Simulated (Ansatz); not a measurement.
Isolated molecules relaxed with PBE0-D4/def2-TZVP in Ansatz; ΔE leaves out vibrations. CCSD(T)/CBS adds triple-zeta CCSD(T) − MP2 to the extrapolated MP2 energy (def2 sets, frozen cores). Functionals use def2-TZVPP. B3LYP here is the variant with VWN-RPA as its local correlation; programs differ in this. def2 core potentials past Kr. For Ge, I outer-core shells are correlated without core-valence functions, which leaves a few kJ/mol of doubt a bond. Scalar relativity is left out up to krypton. Each species was taken in one conformer, which may not be the lowest.

`[GeH3][SiH]1CS1` + `F[CH2][AlH][I]` → `I[SiH]1CS1` + `F[CH2][AlH][GeH3]`  (redistribution)

`[GeH3][SiH]1CS1`:

```xyz
10

Ge    0.344   -1.552   -0.898
Si   -0.314    0.666   -0.399
C    -0.299    1.239    1.358
S     1.132    1.946    0.416
H     1.153   -1.588   -2.204
H     1.214   -2.069    0.255
H    -0.885   -2.464   -1.059
H    -1.327    1.277   -1.296
H    -0.001    0.556    2.148
H    -1.016    1.988    1.679
```

`F[CH2][AlH][I]`:

```xyz
7

F    -1.225   -0.547    1.316
C    -0.374    0.413    0.779
Al    0.543   -0.188   -0.867
I     0.119   -2.455   -1.734
H     0.357    0.690    1.550
H    -0.964    1.320    0.584
H     1.543    0.767   -1.629
```

`I[SiH]1CS1`:

Z-matrix (Å, degrees):
```
Si
C 1 1.833
S 1 2.073 2 56.9
I 1 2.418 2 119.6 3 109.3
H 1 1.475 2 121.2 3 -107.2
H 2 1.086 1 119.2 3 -104.8
H 2 1.086 1 120.7 3 104.8
```

`F[CH2][AlH][GeH3]`:

Z-matrix (Å, degrees):
```
C
Al 1 1.982
F 1 1.399 2 111.5
H 1 1.098 2 111.9 3 120.7
H 1 1.098 2 111.9 3 -120.7
Ge 2 2.474 1 118.9 3 -0.1
H 2 1.591 1 117.1 3 179.8
H 6 1.542 2 111.1 1 62.1
H 6 1.541 2 113.2 1 -177.4
H 6 1.541 2 111.4 1 -56.6
```

```tsv
level	ΔE (kJ/mol)
PBE-D4	60.2
PBE0-D4	63.8
B3LYP-D4	62.9
ωB97M-V	64.8
r2SCAN	65.0
HF/def2-QZVPP	71.1
MP2/def2-QZVPP	66.7
SCS-MP2/def2-QZVPP	66.0
```

Problem. What does CCSD(T)/CBS give? (Best estimate.)

Solution. Ansatz gave: +64.6 kJ/mol. The listed levels differ from it by -4.4, -0.8, -1.7, 0.2, 0.4, 6.5, 2.1, 1.4 kJ/mol.

Largest T1 diagnostic among the species: 0.013.

From PBE to PBE0 (25 % exact exchange), in def2-TZVPP and without D4, ΔE moves by +3.6 kJ/mol. In def2-TZVPP, CCSD(T) changes the Hartree–Fock value by −4.9 kJ/mol (the triples alone add −0.5 kJ/mol) and MP2 by −3.6 kJ/mol.
